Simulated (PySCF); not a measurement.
A PySCF script (with the pyscf-properties extension) for the NMR shieldings of `C#CCBB(N)N`, C3H8B2N2, on a GFN2-xTB geometry:

```python
import basis_set_exchange as bse
import numpy as np
from pyscf import gto, dft
from pyscf.prop import nmr

atoms = """
C     2.613897    0.562527   -0.518310
C     1.968531   -0.065569    0.270462
C     1.197531   -0.821366    1.233572
B    -0.374512   -0.862815    1.014425
B    -1.150344   -0.106080   -0.259629
N    -1.301205    1.295805   -0.307427
N    -1.705013   -0.836179   -1.333316
H     3.173878    1.111880   -1.214403
H     1.404444   -0.418240    2.232697
H     1.581626   -1.848524    1.251236
H    -0.946092   -1.477591    1.842607
H    -1.755717    1.776699   -1.065002
H    -0.903534    1.920513    0.368871
H    -2.144413   -0.399150   -2.125747
H    -1.663492   -1.835232   -1.411948
"""
names = dict.fromkeys(["C", "B", "N", "H"], "pcSseg-1")
basis = {el: gto.basis.parse(bse.get_basis(n, elements=[el], fmt="nwchem")) for el, n in names.items()}
mol = gto.M(atom=atoms, basis=basis, charge=0, verbose=0)
mf = dft.RKS(mol, xc="PBE0")
mf.grids.level = 2
mf.grids.alignment = dft.numint.BLKSIZE   # the property module wants whole blocks of grid points
mf.conv_tol = 1e-9
mf.kernel()

calc = nmr.RKS(mf)   # GIAO
C = mf.mo_coeff
Co = C[:, mf.mo_occ > 0]
resp = mf.gen_response(singlet=True, hermi=2)
def vind(x):   # induced exchange potential for any number of trial vectors
    d = np.einsum("pi,xij,qj->xpq", C, 2 * x.reshape(-1, C.shape[1], Co.shape[1]), Co, optimize=True)
    return np.einsum("xpq,pi,qj->xij", resp(d - d.transpose(0, 2, 1)), C, Co, optimize=True).ravel()
mo1, _ = nmr.rhf.solve_mo1(calc, with_cphf=vind)
sigma = calc.kernel(mo1)
for i, s in enumerate(sigma):   # ppm
    print("%2d %-2s %9.2f" % (i, mol.atom_pure_symbol(i), np.trace(s) / 3))
```

Q: What does it print?

A: 
```
 0 C     114.42
 1 C      95.98
 2 C     160.93
 3 B      -6.99
 4 B      71.81
 5 N     199.50
 6 N     200.62
 7 H      30.35
 8 H      28.95
 9 H      28.97
10 H      22.44
11 H      29.34
12 H      29.68
13 H      29.40
14 H      29.74
```

These numbers come from an equivalent density-fitted implementation of the same equations, which agrees with the script to about 0.01 ppm for H and up to a few tenths of a ppm for heavy atoms, so last digits may differ.

Size and cost of the density-fitted run: 159 basis functions, 43 s wall time on 1 thread of an Arm Neoverse N1, shared host; peak memory 0.72 GiB.
